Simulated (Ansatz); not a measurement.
Start from `CBN(C)[SiH3]` and change one atom or group to get `CBN(C)C`.

Ansatz, PBE0-D4/def2-TZVP geometries, multiplicity 1. Each molecule was computed in one conformer, which needn't be the lowest.

| property | `CBN(C)[SiH3]` |
| --- | --- |
| zero-point energy (PBE0-D4/def2-TZVP) / kJ/mol | 314.2 |
| HOMO–LUMO gap (PBE0/def2-TZVPP) / eV | 8.18 |
| size of the dipole moment (B3LYP/def2-TZVPP) / D | 1.21 |
| HOMO energy (ωB97M-V/def2-TZVPP) / eV | -10.05 |
| LUMO energy (PBE/def2-TZVPP) / eV | -0.55 |
| size of the dipole moment (ωB97M-V/def2-TZVPP) / D | 1.22 |

(1) Give the same properties after the change, and the shifts. (An estimate is asked.)

Results:

(1) The calculation gave: 
```tsv
property	`CBN(C)C`	shift
zero-point energy (PBE0-D4/def2-TZVP) / kJ/mol	349.5	35.3
HOMO–LUMO gap (PBE0/def2-TZVPP) / eV	7.85	-0.33
size of the dipole moment (B3LYP/def2-TZVPP) / D	1.51	0.30
HOMO energy (ωB97M-V/def2-TZVPP) / eV	-9.46	0.59
LUMO energy (PBE/def2-TZVPP) / eV	-0.25	0.30
size of the dipole moment (ωB97M-V/def2-TZVPP) / D	1.50	0.28
```

With PBE0 the HOMO rises by 0.60 eV and the LUMO rises by 0.27 eV, so the gap narrows by about 0.33 eV. PBE moves the HOMO by 0.60 eV and ωB97M-V by 0.59 eV. Dipoles are sizes alone; their direction can turn.

Positive LUMOs are unbound, so they and the gaps depend on the basis.

B3LYP here is the variant with VWN-RPA as its local correlation; programs differ in this.
